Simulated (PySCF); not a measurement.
H₂HfO₂, neutral, multiplicity 3. Atoms are numbered in the order given.

```xyz
5

Hf     0.0000     0.0000    -0.1135
O      0.0000    -1.8801     0.3917
H      0.0000    -2.6629     0.9523
O      0.0000     1.8801     0.3917
H      0.0000     2.6629     0.9523
```
Charge 0, spin multiplicity 3.

Geometry optimised at PBE-D3(BJ)/def2-TZVP. The multiplicity is an assumed one; other spin states were not compared. The def2 effective core potentials stand for the cores of Hf; spin–orbit coupling is left out. The values are those of a single conformer.

Calculation: ωB97X/def2-TZVPD run with PySCF.

Mulliken values depend strongly on the basis, most of all with diffuse functions as here. ESP charges are fitted to the potential on shells at 1.4 to 2.0 van der Waals radii. Atomic charges (e):

```tsv
atom	ESP fit	Mulliken	Mulliken spin
Hf1	0.58	0.78	2.06
O2	-0.72	-0.63	-0.04
H3	0.43	0.25	0.01
O4	-0.72	-0.63	-0.04
H5	0.43	0.25	0.01
```
